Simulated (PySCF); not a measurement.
## Krypton: a sound run and one with changed settings

Sound run: Kr [Kr], Kr⁺ [Ar] 3d10 4s2 4p5. Computed with PySCF 2.14 in pcseg-2 (6s5p3d1f, 43 functions), with no relativity, point nucleus. In the sound run the correlated levels freeze [Ar] 3d10. The sound run starts from symmetry-adapted Hartree-Fock orbitals and uses a fine grid where one is needed.

Changed run: initial guess atom, at most 50 SCF cycles.

```
species   method  sound run (hartree)  changed run (hartree)  converged
     Kr      UHF          -2752.02415            -2752.02415        yes
     Kr      LDA          -2750.13090            -2750.13090        yes
     Kr  CCSD(T)          -2752.21595            -2752.21595        yes
    Kr⁺   r2SCAN          -2753.26382            -2753.26382        yes
    Kr⁺      MP2          -2751.67961            -2751.67961        yes
```

Here the plain start reaches the same solutions.
